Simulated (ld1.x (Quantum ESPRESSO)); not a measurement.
# PBE TM dataset for Os (Z = 76), scalar-relativistic all-electron reference.

Os, norm-conserving Troullier–Martins (Kleinman–Bylander form), made with ld1.x (Quantum ESPRESSO) 7.5 (PBE, scalar-relativistic). Core [Xe] 4f14, reference 5d6 6s1 6p0 (charge +1). Waves: 6s (bound): rc 2.20 bohr; 5d (bound): rc 2.40 bohr; 6p (bound, empty): rc 3.30 bohr. Local part: the p channel. Core correction: a·sin(br)/r model core inside 2.10 bohr.

Poles of the logarithmic derivatives, all-electron (AE) and pseudo (PS). s: poles at -0.5, 3.8 (AE) and -0.5, 2.3 (PS) Ry. p: poles at 0.5 (AE) and 0.4, 4.0 (PS) Ry. d: poles at -1.0, 2.2 (AE) and -1.0, 2.8 (PS) Ry. Test radius 3.58 bohr.

- Cutoffs needed: 35 Ry and 40 Ry (the cutoffs (Ry, on a coarse ladder) from which the occupation-weighted sum of valence levels, in a spherical-Bessel basis at the reference potential, stays within 10 and 1 mRy of its value at 400 Ry)
- Ghost test: no extra level below or beside the all-electron valence levels (s, d, p, f tested) (spherical-Bessel basis up to 400 Ry, 20 bohr box)
- Largest excitation error: -231 meV (all-electron minus pseudo) for 5d5 6s0 6p0, out of 7 test configurations
